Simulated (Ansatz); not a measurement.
Basis-set extrapolation for `CO[Si](F)(F)C#N` (PBE0-D4/def2-TZVP geometry, frozen core, the Gaussian-basis code of Ansatz). Multiplicity 1, RHF reference.

```csv
,def2-TZVPP,def2-QZVPP
HF,-694.991556,-695.020296
MP2 correlation,-1.341656,-1.451956
CCSD(T) correlation,-1.409457,not run
```

Energies in hartree. Use E(X) = E(∞) + A·exp(−7.88·√X) for Hartree–Fock and E(X) = E(∞) + B·X^(−2.97) for correlation, with X = 3 and 4, and add CCSD(T) minus MP2 of the smaller set to the MP2 limit.

**Question.** What is the CCSD(T) energy at the basis-set limit?

**Answer.** HF limit: -695.020296 + (-0.028740) × 0.13774 = -695.02425. MP2 limit: -1.451956 + (-0.110300) × 0.74074 = -1.53366. Higher-order term: -1.409457 − (-1.341656) = -0.06780. Total: -696.62571 hartree, 589.9 kJ/mol below CCSD(T)/def2-TZVPP.
